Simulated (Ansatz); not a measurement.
```yaml
crystal:
  periodic: [false, false, false]
  atoms:
    - {symbol: Ge, position_ang: [-0.637688, 0.964813, 0.783907]}
    - {symbol: Ge, position_ang: [-0.063378, -1.459150, -0.064486]}
    - {symbol: Se, position_ang: [0.963624, 0.469769, -0.752899]}
basis:
  gaussian: {orbitals: def2-TZVP}
magnetization: {spin_polarized: true, initial_magnetization: 2}
hamiltonian: {xc: {name: CAM-B3LYP}}
scf: {omitted_lower_state_checks: [starts]}
```

```sh
$ ansatz run in.yaml --threads 4 --pin off --events-out ev --progress --plain --max-ram 3916MiB
```

Output, abridged:

```
Functional definition: CAM-B3LYP
980 factors; integrals over basis functions are off by at most 1.2e-3 eV
229 factors; integrals over basis functions are off by at most 3.7e-5 eV
mean field evaluation 1: about -178394.6340 eV, gradient 1.6e1 eV
mean field evaluation 2: about -178394.4082 eV, gradient 1.9e1 eV
mean field evaluation 4: about -178395.5855 eV, gradient 5.1e-1 eV
mean field evaluation 8: about -178395.6333 eV, gradient 9.7e-2 eV
mean field evaluation 16: about -178395.6343 eV, gradient 1.7e-2 eV
mean field evaluation 32: about -178395.6345 eV, gradient 7.4e-5 eV
mean field -178395.63448514 eV, -6555.9186464248 hartree, gradient 1.3e-5 eV, S^2 2.008205; 0 other end points of the search recorded, 0 dependent functions left out
reference -178395.63457598 eV, -6555.9186497630 hartree; 50, 48 occupied and 94, 96 virtual orbitals, 980 factors
Total energy: -178395.63457598 eV, -6555.9186497630 hartree
Checks for a lower state left out: starts
```

It took 7.5 s on 4 threads of Arm Neoverse V1 on a shared host, peak host memory 0.63 GiB.
